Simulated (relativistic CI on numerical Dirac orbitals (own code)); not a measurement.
**W³⁺: N6,7 absorption edge**

Computed with this model: Dirac-Coulomb-Breit CI, orbitals from a KLI potential per configuration, a model potential for QED, valence Slater integrals scaled by 0.9, multiplet model of core-to-valence dipole absorption; configurations [Xe] 4f14 5d3 → [Xe] 4f13 5d4; 300 K; Lorentzian 0.3 eV and Gaussian 0.3 eV FWHM. Energies are those of the free ion, without screening or charge transfer. The branching ratio is the share of the lower-energy edge in the whole absorption, uncertain by about 0.02 where the edges overlap. S is read from ⟨S²⟩ = S(S + 1).

Field parameters in Wybourne normalisation: D4h B²₀ = −7Ds, B⁴₀ = 21(Dq − Dt), B⁴₄ = 21√(5/14) Dq. The field is a parameter set, without covalency.

free ion: ground-state S = 1.44, centroid 33.91 eV. Peaks (eV, height): 31.5 (12), 31.9 (14), 33.5 (100), 35.0 (54).

D4h, 10Dq = 37750, Ds = -1500, Dt = 120 cm⁻¹: ground-state S = 1.48, centroid 34.99 eV. Peaks (eV, height): 31.3 (39), 32.8 (24), 34.0 (59), 35.7 (76), 36.6 (100).

D4h, 10Dq = 37750, Ds = 3000, Dt = 120 cm⁻¹: ground-state S = 1.48, centroid 34.99 eV. Peaks (eV, height): 30.6 (39), 31.7 (24), 33.4 (50), 35.3 (88), 37.1 (100), 38.6 (18).

Strongest unbroadened transitions for D4h, 10Dq = 37750, Ds = -1500, Dt = 120 cm⁻¹:

```tsv
Energy (eV)	Relative strength
30.50	26.7
30.55	44.8
31.14	56.4
31.32	28.7
31.36	37.1
33.27	26.9
33.93	37.3
34.04	53.0
34.64	64.0
34.65	57.1
35.52	32.5
35.77	38.4
36.50	48.3
36.53	29.8
36.63	100.0
36.66	25.8
36.71	39.6
36.87	30.3
```
